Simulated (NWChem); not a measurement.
System: AgCl; SMILES [Cl][Ag]

Excerpt of the output:

```
             Northwest Computational Chemistry Package (NWChem) 7.3.0
             --------------------------------------------------------

 ORDER OF PRIMARY AXIS IS BEING SET TO 4
 C4V symmetry detected

                             Geometry "geometry" -> ""
                             -------------------------

 Output coordinates in angstroms (scale by  1.889725989 to convert to a.u.)

  No.       Tag          Charge          X              Y              Z
 ---- ---------------- ---------- -------------- -------------- --------------
    1 Ag                  47.0000     0.00000000     0.00000000    -0.61112291
    2 Cl                  17.0000     0.00000000     0.00000000     1.68957509

 Effective nuclear repulsion energy (a.u.)     183.7758028002

      Symmetry information
      --------------------

 Group name             C4v
 Group number             18
 Group order               8
 No. of unique centers     2

                                 NWChem DFT Module
                                 -----------------

 Summary of "ao basis" -> "ao basis" (spherical)
 ------------------------------------------------------------------------------
       Tag                 Description            Shells   Functions and Types
 ---------------- ------------------------------  ------  ---------------------
 Ag                        def2-tzvp                14       40   6s4p3d1f
 Cl                        def2-tzvp                13       37   5s5p2d1f

      Symmetry analysis of basis
      --------------------------

        a1         27
        a2          0
        b1          7
        b2          7
        e          36

            General Information
            -------------------
          SCF calculation type: DFT
          Wavefunction type:  closed shell.
          No. of atoms     :     2
          No. of electrons :    36
           Alpha electrons :    18
            Beta electrons :    18
          Charge           :     0
          Spin multiplicity:     1
          Use of symmetry is: on ; symmetry adaption is: on
          Maximum number of iterations: 200
          AO basis - number of functions:    77
                     number of shells:    27
          Convergence on energy requested:  1.00D-06
          Convergence on density requested:  1.00D-05
          Convergence on gradient requested:  5.00D-04

              XC Information
              --------------
                    Becke 1988 Exchange Functional  1.000
              Lee-Yang-Parr Correlation Functional  1.000

             Grid Information
             ----------------
          Grid used for XC integration:  medium
          Radial quadrature: Mura-Knowles
          Angular quadrature: Lebedev.
          Tag              B.-S. Rad. Rad. Pts. Rad. Cut. Ang. Pts.
          ---              ---------- --------- --------- ---------
          Ag                  1.60      123           8.0       590
          Cl                  1.00       88          10.0       590
          Grid pruning is: on
          Number of quadrature shells:   211
          Spatial weights used:  Erf1

      Non-variational initial energy
      ------------------------------

 Total energy =      74.292346
 1-e energy   =       0.000000
 2-e energy   =       0.000000
 HOMO         =     -17.845965
 LUMO         =     -16.924944

      Symmetry analysis of molecular orbitals - initial
      -------------------------------------------------

 !! scf_movecs_sym_adapt:   14 vectors were symmetry contaminated

  Symmetry fudging

 !! scf_movecs_sym_adapt:   14 vectors were symmetry contaminated

  Numbering of irreducible representations:

     1 a1          2 a2          3 b1          4 b2          5 e

  Orbital symmetries:

     1 a1          2 a1          3 e           4 e           5 a1
     6 a1          7 a1          8 a1          9 e          10 e
    11 e          12 e          13 a1         14 a1         15 e
    16 e          17 b1         18 b2         19 a1         20 e
    21 e          22 b1         23 b2         24 a1         25 a1
    26 e          27 e          28 b2

   convergence    iter        energy       DeltaE   RMS-Dens  Diis-err
 ---------------- ----- ----------------- --------- --------- ---------
 d= 0,ls=0.0,diis     1   -552.2731557022 -6.27D+02  2.99D-01  1.52D+03
 d= 0,ls=0.5,diis     2   -554.3801628362 -2.11D+00  2.50D-01  1.02D+03
 d= 0,ls=0.5,diis     3   -604.8216091316 -5.04D+01  4.11D-02  3.13D+01
 d= 0,ls=0.5,diis     4   -606.7831152569 -1.96D+00  1.38D-02  7.55D+00
 d= 0,ls=0.5,diis     5   -607.1561528444 -3.73D-01  3.92D-03  5.89D-01
  Resetting Diis
 d= 0,ls=0.5,diis     6   -607.1911834475 -3.50D-02  2.15D-03  8.62D-02
 d= 0,ls=0.5,diis     7   -607.1995372800 -8.35D-03  8.12D-04  5.83D-03
 d= 0,ls=0.5,diis     8   -607.2001836132 -6.46D-04  3.57D-04  3.02D-03
 d= 0,ls=0.5,diis     9   -607.2004593342 -2.76D-04  1.98D-04  2.59D-04
 d= 0,ls=0.5,diis    10   -607.2005424775 -8.31D-05  1.31D-04  7.21D-05
 d= 0,ls=0.5,diis    11   -607.2005790347 -3.66D-05  9.04D-05  3.85D-05
 d= 0,ls=0.5,diis    12   -607.2005984730 -1.94D-05  6.30D-05  1.75D-05
 d= 0,ls=0.5,diis    13   -607.2006090705 -1.06D-05  4.62D-05  1.07D-05
 d= 0,ls=0.5,diis    14   -607.2006149973 -5.93D-06  3.47D-05  8.98D-06
 d= 0,ls=0.5,diis    15   -607.2006188326 -3.84D-06  2.66D-05  5.76D-06
 d= 0,ls=0.5,diis    16   -607.2006209217 -2.09D-06  2.04D-05  5.19D-06
 d= 0,ls=0.5,diis    17   -607.2006223874 -1.47D-06  1.68D-05  3.86D-06
 d= 0,ls=0.5,diis    18   -607.2006234057 -1.02D-06  1.31D-05  2.69D-06
 d= 0,ls=0.5,diis    19   -607.2006240114 -6.06D-07  1.06D-05  2.17D-06
 d= 0,ls=0.5,diis    20   -607.2006244208 -4.09D-07  8.69D-06  1.71D-06

         Total DFT energy =     -607.200624719566
      One electron energy =    -1045.147808039746
           Coulomb energy =      406.012179426585
    Exchange-Corr. energy =      -42.357341919242
 Nuclear repulsion energy =       74.292345812837

 Numeric. integr. density =       36.000001135170

                  Occupations of the irreducible representations
                  ----------------------------------------------

                     irrep           alpha         beta
                     --------     --------     --------
                     a1                8.0          8.0
                     a2                0.0          0.0
                     b1                1.0          1.0
                     b2                1.0          1.0
                     e                 8.0          8.0

                       DFT Final Molecular Orbital Analysis
                       ------------------------------------

 Vector   16  Occ=2.000000D+00  E=-2.507757D-01  Symmetry=a1
              MO Center=  8.7D-15,  6.7D-15,  4.2D-01, r^2= 2.6D+00
   Bfn.  Coefficient  Atom+Function         Bfn.  Coefficient  Atom+Function
  ----- ------------  ---------------      ----- ------------  ---------------
     5      0.399015  1 Ag s                 21     -0.387633  1 Ag d  0
    57     -0.348007  2 Cl pz                 3     -0.254496  1 Ag s
    60     -0.248365  2 Cl pz                26     -0.214075  1 Ag d  0
    54     -0.165838  2 Cl pz                48      0.137904  2 Cl pz
     2      0.134131  1 Ag s                 31     -0.130353  1 Ag d  0

 Vector   17  Occ=2.000000D+00  E=-2.292624D-01  Symmetry=e
              MO Center= -1.5D-14, -3.0D-15,  1.4D+00, r^2= 1.9D+00
   Bfn.  Coefficient  Atom+Function         Bfn.  Coefficient  Atom+Function
  ----- ------------  ---------------      ----- ------------  ---------------
    55      0.485134  2 Cl px                58      0.361845  2 Cl px
    52      0.246723  2 Cl px                22      0.230250  1 Ag d  1
    46     -0.197852  2 Cl px                27      0.125991  1 Ag d  1
    49     -0.089057  2 Cl px                56      0.069960  2 Cl py
    13      0.060775  1 Ag px                32      0.061044  1 Ag d  1

 Vector   18  Occ=2.000000D+00  E=-2.292624D-01  Symmetry=e
              MO Center=  5.9D-15, -5.1D-14,  1.4D+00, r^2= 1.9D+00
   Bfn.  Coefficient  Atom+Function         Bfn.  Coefficient  Atom+Function
  ----- ------------  ---------------      ----- ------------  ---------------
    56      0.485134  2 Cl py                59      0.361845  2 Cl py
    53      0.246723  2 Cl py                20     -0.230250  1 Ag d -1
    47     -0.197852  2 Cl py                25     -0.125991  1 Ag d -1
    50     -0.089057  2 Cl py                55     -0.069960  2 Cl px
    14      0.060775  1 Ag py                30     -0.061044  1 Ag d -1

 Vector   19  Occ=0.000000D+00  E=-1.528503D-01  Symmetry=a1
              MO Center=  1.4D-14,  3.4D-14, -9.5D-01, r^2= 3.9D+00
   Bfn.  Coefficient  Atom+Function         Bfn.  Coefficient  Atom+Function
  ----- ------------  ---------------      ----- ------------  ---------------
     5      0.708095  1 Ag s                  6      0.342290  1 Ag s
     3     -0.320680  1 Ag s                 57      0.237344  2 Cl pz
    60      0.235992  2 Cl pz                15     -0.207726  1 Ag pz
     2      0.174089  1 Ag s                  4     -0.156055  1 Ag s
     9      0.143185  1 Ag pz                18     -0.143347  1 Ag pz

 Vector   20  Occ=0.000000D+00  E=-2.542837D-02  Symmetry=e
              MO Center=  2.4D-16, -2.3D-15, -6.9D-01, r^2= 6.4D+00
   Bfn.  Coefficient  Atom+Function         Bfn.  Coefficient  Atom+Function
  ----- ------------  ---------------      ----- ------------  ---------------
    17      0.752555  1 Ag py                14      0.375400  1 Ag py
    59     -0.196496  2 Cl py                 8     -0.192358  1 Ag py
    56     -0.106823  2 Cl py                53     -0.076133  2 Cl py
    16      0.053714  1 Ag px                47      0.050427  2 Cl py
    20      0.047806  1 Ag d -1              25      0.032858  1 Ag d -1

 Vector   21  Occ=0.000000D+00  E=-2.542837D-02  Symmetry=e
              MO Center= -1.6D-15, -1.0D-15, -6.9D-01, r^2= 6.4D+00
   Bfn.  Coefficient  Atom+Function         Bfn.  Coefficient  Atom+Function
  ----- ------------  ---------------      ----- ------------  ---------------
    16      0.752555  1 Ag px                13      0.375400  1 Ag px
    58     -0.196496  2 Cl px                 7     -0.192358  1 Ag px
    55     -0.106823  2 Cl px                52     -0.076133  2 Cl px
    17     -0.053714  1 Ag py                46      0.050427  2 Cl px
    22     -0.047806  1 Ag d  1              27     -0.032858  1 Ag d  1

     Multipole analysis of the density
     ---------------------------------

     L   x y z        total         alpha         beta         nuclear
     -   - - -        -----         -----         ----         -------
     0   0 0 0     -0.000000    -18.000000    -18.000000     36.000000

     1   1 0 0     -0.000000     -0.000000     -0.000000      0.000000
     1   0 1 0     -0.000000     -0.000000     -0.000000      0.000000
     1   0 0 1     -1.880709    -17.108322    -17.108322     32.335935

     2   2 0 0    -23.957307    -11.978654    -11.978654      0.000000
     2   1 1 0      0.000000      0.000000      0.000000      0.000000
     2   1 0 1     -0.000000     -0.000000     -0.000000      0.000000
     2   0 2 0    -23.957307    -11.978654    -11.978654      0.000000
     2   0 1 1     -0.000000     -0.000000     -0.000000      0.000000
     2   0 0 2    -24.027573   -111.334443   -111.334443    198.641313

            General Information
            -------------------
          SCF calculation type: DFT
          Wavefunction type:  closed shell.
          No. of atoms     :     2
          No. of electrons :    36
           Alpha electrons :    18
            Beta electrons :    18
          Charge           :     0
          Spin multiplicity:     1
          Use of symmetry is: on ; symmetry adaption is: on
          Maximum number of iterations: 200
          AO basis - number of functions:    77
                     number of shells:    27
          Convergence on energy requested:  1.00D-06
          Convergence on density requested:  1.00D-05
          Convergence on gradient requested:  5.00D-04

              XC Information
              --------------
                    Becke 1988 Exchange Functional  1.000
              Lee-Yang-Parr Correlation Functional  1.000

             Grid Information
             ----------------
          Grid used for XC integration:  medium
          Radial quadrature: Mura-Knowles
          Angular quadrature: Lebedev.
          Tag              B.-S. Rad. Rad. Pts. Rad. Cut. Ang. Pts.
          ---              ---------- --------- --------- ---------
          Ag                  1.60      123           8.0       590
          Cl                  1.00       88          10.0       590
          Grid pruning is: on
          Number of quadrature shells:   211
          Spatial weights used:  Erf1

          Convergence Information
          -----------------------
          Convergence aids based upon iterative change in
          total energy or number of iterations.
          Levelshifting, if invoked, occurs when the
          HOMO/LUMO gap drops below (HL_TOL):  1.00D-02
          DIIS, if invoked, will attempt to extrapolate
          using up to (NFOCK): 10 stored Fock matrices.

                    Damping( 0%)  Levelshifting(0.5)       DIIS
                  --------------- ------------------- ---------------
          dE  on:    start            ASAP                start
          dE off:    2 iters        200 iters           200 iters

                            NWChem DFT Gradient Module
                            --------------------------

  charge          =   0.00
  wavefunction    = closed shell

  Using symmetry

                         DFT ENERGY GRADIENTS

    atom               coordinates                        gradient
                 x          y          z           x          y          z
   1 Ag      0.000000   0.000000  -1.154855    0.000000   0.000000   0.002772
   2 Cl      0.000000   0.000000   3.192834    0.000000   0.000000  -0.002772
```

Level: BLYP/def2-TZVP with def2 effective core potentials on Ag. Geometry: optimised at PBE-D3(BJ)/def2-SVP. def2 effective core potentials on Ag; no spin-orbit coupling.

### Question
Which NWChem input produces such a log?

### Answer
This is not unique; one that fits is the input that was run:
```
start job
memory heap 200 mb stack 900 mb global 1100 mb
geometry units angstroms noautoz
  Ag     0.000000     0.000000    -0.632186
  Cl     0.000000     0.000000     1.668512
end
basis spherical
  * library def2-tzvp
end
ecp
  Ag library def2-ecp
end
dft
  xc becke88 lyp
  iterations 200
  vectors input hcore
end
task dft gradient
```
